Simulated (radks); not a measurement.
Li2+, 1 electrons, occupied as 1s0.75 2p0.25 (fractional occupations, a model configuration). Calculated with a radial shooting solver on a logarithmic mesh with Libxc functionals: Dirac Kohn-Sham, RPBE, spin-unpolarised, spherical densities, finite nucleus; open shells fill j = l - 1/2 first; Fermi nuclear charge, rms radius 2.444 fm. Some entries of the table are withheld. Estimate them.

orbital,occ.,eigenvalue (eV),r(max) (bohr)
1s1/2,0.75,-105.4636,(1)
2p1/2,0.25,(2),(3)
2p3/2,0,(4),(5)

Answer. 
(1) 1s1/2 r(max) (bohr): 0.3303
(2) 2p1/2 eigenvalue (eV): -19.8429
(3) 2p1/2 r(max) (bohr): 1.522
(4) 2p3/2 eigenvalue (eV): -19.8405
(5) 2p3/2 r(max) (bohr): 1.522
